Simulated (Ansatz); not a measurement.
Relaxation of C$_{2}$H$_{4}$Al$_{2}$BN (10 atoms, charge 0, multiplicity 1), to a largest force component of 0.015 eV/Å in at most 40 steps.

Theory: Ansatz 0.2.0, RKS CAM-B3LYP/def2-SVP.

```xyz
10
Properties=species:S:1:pos:R:3
C 2.108 2.029 0.871
C 1.282 1.148 0.802
B 0.269 -0.021 0.717
Al -0.035 -2.058 0.549
N -1.153 -0.580 0.618
Al -1.770 -0.204 -1.142
H 2.765 2.886 0.913
H 0.192 -3.618 0.384
H -1.341 -1.196 -2.306
H -3.127 0.600 -1.296
```

Task: Where does it end, and by what steps?

Result: The run converged. The force dipped under the threshold on the way, but the program's further checks kept it going. After 39 steps the energy has fallen by 1.673 eV; H10 moved furthest, 1.60 Å.

```
step  energy less start (eV)  largest force component (eV/Å)  accepted
   0                  0.0000                           2.367       yes
   2                 -1.3032                           0.852       yes
   4                 -1.5969                           0.280       yes
   6                 -1.6492                           0.268       yes
   8                 -1.6525                           0.199        no
  10                 -1.6619                           0.013       yes
  12                 -1.6623                           0.037       yes
  14                 -1.6630                           0.054       yes
  16                 -1.6644                           0.090       yes
  18                 -1.6670                           0.041       yes
  20                 -1.6680                           0.054       yes
  22                 -1.6693                           0.040       yes
  24                 -1.6449                           0.371        no
  26                 -1.6705                           0.055       yes
  28                 -1.6712                           0.041       yes
  30                 -1.6717                           0.046       yes
  32                 -1.6721                           0.021       yes
  34                 -1.6725                           0.017       yes
  36                 -1.6727                           0.016       yes
  38                 -1.6727                           0.040        no
  39                 -1.6729                           0.013       yes
```

```xyz
10
Properties=species:S:1:pos:R:3
C 1.605 2.173 1.001
C 1.141 1.065 0.827
B 0.596 -0.337 0.643
Al 0.319 -2.296 0.787
N -0.440 -0.889 -0.142
Al -1.643 -0.199 -1.305
H 2.017 3.154 1.155
H -0.081 -3.819 0.746
H -2.582 -1.224 -2.059
H -1.744 1.358 -1.540
```

Whether the end is a true minimum wasn't checked by a vibrational analysis.

Time of the run: 83 s on 2 threads of Intel(R) Xeon(R) 6975P-C (Granite Rapids), on a shared host, peak memory 0.33 GiB.
